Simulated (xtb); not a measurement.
CH₅ClF₂Si₂, SMILES C[Si](F)(F)[SiH2]Cl. All values are semi-empirical tight-binding results from xtb (GFN2-xTB unless named), good for trends rather than for accurate numbers. The structure is a stationary point at GFN2-xTB. The structure was generated by enumeration, and PubChem lists no compound with its InChIKey, so it may never have been made. The values are those of a single conformer.

- orbital gap = 4.58 eV
- dipole moment = 1.68 D
- zero-point energy = 37.8 kcal/mol
- G − E(el) at 298.15 K (modified RRHO) = 15.2 kcal/mol
- static polarisability (D4 model) = 88.0 bohr³
- solvation energy, GFN2-xTB/ALPB(water) = -1.5 kcal/mol
- solvation energy, GFN2-xTB/ALPB(dmf) = -4.5 kcal/mol
